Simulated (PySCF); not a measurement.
Correlation energy of Zr+ (zirconium, charge +1)

[Kr] 4d1 5s2, 2D determinant (an excited configuration). Computed with PySCF 2.14 in aug-cc-pVTZ-PP with ECP28MDF (6s6p5d3f2g, 88 functions), with scalar relativity through the core potential. Frozen: 4s2 4p6; 3 electrons correlated.

| level | correlation energy (mhartree) |
| --- | --- |
| CCSD | -57.50 |
| (T) | -8.88 |
| CCSD(T) | -66.38 |

Diagnostics: T1 = 0.14, D1 = 0.3432, largest double amplitude 0.538.

Is a single reference adequate?

Not fully. T1 exceeds 0.03, a sign that the reference determinant is poor. A double-excitation amplitude exceeds 0.15, a sign of near-degeneracy.
